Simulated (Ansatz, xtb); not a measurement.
# Ranking isomers of C4H7BO2Se

4 gas-phase structures of C4H7BO2Se, from a drawn sample of its isomers (lower ones may exist). Each was relaxed with GFN2-xTB; where two conformers were screened, the lower at r2SCAN-D4/def2-SVP is listed:

A. `OB(O)C1=CC[Se]C1`, a singlet
B. `OB(O)[C@@H]1CC=C[Se]1`, a singlet
C. `OB(O)C1=C[Se]CC1`, a singlet
D. `OB(O)[C@@H]1C=CC[Se]1`, a singlet

Q: Which do you expect lowest at r2SCAN-D4/def2-SVP, and how would the others follow?

A: Calculated order at r2SCAN-D4/def2-SVP: C (0.000), A (0.059), B (0.067), D (0.216) eV. Less than 1 kcal/mol parts A and B, so the order within that pair means little.

Energies above the lowest of each column, in eV; the last columns are at B3LYP/def2-SVP geometries:

| structure | GFN2-xTB | HF/STO-3G | r2SCAN-D4/def2-SVP | B3LYP/def2-SVP | CCSD(T)/def2-SVP + ΔMP2/def2-TZVPP |
| --- | --- | --- | --- | --- | --- |
| C | 0.000 | 0.000 | 0.000 | 0.000 | 0.000 |
| A | 0.040 | 0.022 | 0.059 | 0.024 | 0.019 |
| B | 0.123 | 0.141 | 0.067 | 0.058 | 0.042 |
| D | 0.180 | 0.300 | 0.216 | 0.179 | 0.143 |

Every level run on C puts it lowest or level with the lowest. Flexible structures stand in one conformer each, not always the lowest. ΔMP2 is the change of the MP2 energy from the smaller to the larger basis.

Over these structures GFN2-xTB departs from r2SCAN-D4/def2-SVP by 0.028 eV on average once a common shift is removed. A GFN2-xTB relaxation took about 0.22 s and the r2SCAN-D4/def2-SVP energy about 2.8 s on a shared host (Ansatz 0.2.0, xtb 6.7.1).
